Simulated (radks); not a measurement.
Coherent X-ray form factor from a spherical all-electron density. Calculated with a radial shooting solver on a logarithmic mesh with Libxc functionals: Dirac Kohn-Sham, BLYP, spin-unpolarised, spherical densities, point nucleus.

| sin(theta)/lambda (1/angstrom) | f0 (electrons) |
|---|---|
| 0.05 | 20.946 |
| 0.1 | 20.787 |
| 0.15 | 20.524 |
| 0.2 | 20.166 |
| 0.25 | 19.720 |
| 0.3 | 19.195 |
| 0.4 | 17.957 |
| 0.5 | 16.550 |
| 0.6 | 15.072 |
| 0.8 | 12.238 |
| 1 | 9.915 |
| 1.25 | 7.903 |
| 1.5 | 6.680 |
| 2 | 5.315 |

The species is in the configuration that NIST lists as its ground one. Which atom or ion scatters so?

Answer. The rubidium ion Rb16+, [Ar] 3d3. Extrapolating in s^2 from the first two rows gives f0(0) = 21.0, near the electron count 21; among species with that count, the fall with angle is slower the higher Z, and the table is that of Z = 37; from so few rows the species is fixed only to a neighbour or two.
